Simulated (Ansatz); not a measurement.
`[NH2][Al]([Cl])[Br]` + HBr → `[NH2][Al]([Br])[Br]` + HCl at 700 K and 1 bar (ligand exchange at the Al–Cl bond).

Program: Ansatz. Geometries: PBE0-D4/def2-TZVP. ΔE: electronic, gas phase. CBS: MP2 limit from def2 TZ/QZ plus the TZ coupled-cluster correction, frozen cores. This one scheme is used for every species. For Br outer-core shells are correlated without core-valence functions, which leaves a few kJ/mol of doubt a bond. Scalar relativity is left out up to krypton. Each species was taken in one conformer, which may not be the lowest.

| species | CCSD(T)/CBS energy (Eh) | H − E (kJ/mol) | S (J/(mol·K)) |
| --- | --- | --- | --- |
| `[NH2][Al]([Cl])[Br]` | -3331.20678 | 133.7 | 423.8 |
| HBr | -2573.91920 | 36.5 | 223.7 |
| `[NH2][Al]([Br])[Br]` | -5444.74521 | 133.4 | 430.4 |
| HCl | -460.38127 | 38.4 | 211.8 |

H − E and S are ideal-gas, rigid-rotor, harmonic terms from PBE0-D4/def2-TZVP, for one conformer and one mirror image of each species. 1 Eh = 2625.50 kJ/mol, R = 8.31446 J/(mol·K).

Task: By hand: ΔE, ΔH, ΔS and ΔG.

Result: ΔE = (-5444.74521) + (-460.38127) − (-3331.20678) − (-2573.91920) = -0.00050 Eh = -1.3 kJ/mol. Δ(H − E) = 133.4 + 38.4 − 133.7 − 36.5 = 1.6, so ΔH = 0.3 kJ/mol. ΔS = 430.4 + 211.8 − 423.8 − 223.7 = -5.3 J/(mol·K). ΔG = 0.3 − 700 × (-5.3)/1000 = 4.0 kJ/mol.

Task: By hand: the equilibrium constant, and the temperature at which ΔG would vanish if ΔH and ΔS stayed fixed.

Result: log₁₀ K = −ΔG/(RT ln 10) = -0.3. ΔH and −TΔS have one sign here, so there is no such temperature.

TΔS isn't small against ΔH here. The sign of ΔG lies within the doubt. A doubt of 5 kJ/mol in ΔE shifts log₁₀ K by 0.4 here. Other conformers and mirror images would add mixing entropy, several J/(mol·K) or more a flexible species. These are equilibria of isolated gas molecules and say nothing of rates. Largest T1 diagnostic: 0.008 (customary marks: 0.02 for closed shells, 0.045 for open ones).

ΔS is within the doubt of such terms, so its sign, and with it that verdict, could turn.
